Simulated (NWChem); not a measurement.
## Basis-set convergence for Cl$_{2}$Sn

```xyz
3

Sn     0.0000     0.0000     0.6266
Cl     1.8492     0.0000    -0.9215
Cl    -1.8492     0.0000    -0.9215
```
Charge 0, spin multiplicity 1.

Everything below was run with NWChem. All single points use one geometry, from PBE/def2-SVP with def2 effective core potentials on Sn, a minimum by its harmonic frequencies.

Quantity: LUMO energy at the level B3LYP.

Effective core potentials replace the inner electrons of Sn; spin-orbit coupling is left out. B3LYP has NWChem's definition, with VWN1-RPA local correlation. The structure started from a generated list of species.

Relative cost: rough, from shared machines, SCF included, def2-SVP = 1.

```csv
basis,functions,LUMO energy (eV),relative cost
def2-SVP,62,[?],1
def2-SVPD,86,[?],under 3
def2-TZVP,124,-3.47,3
def2-TZVPP,134,-3.47,3
def2-TZVPD,148,[?],5
def2-QZVP,222,-3.51,20
```

**Question.** Complete the blanks.

**Answer.** 
- def2-SVP, LUMO energy (eV): -3.27
- def2-SVPD, LUMO energy (eV): -3.56
- def2-TZVPD, LUMO energy (eV): -3.53
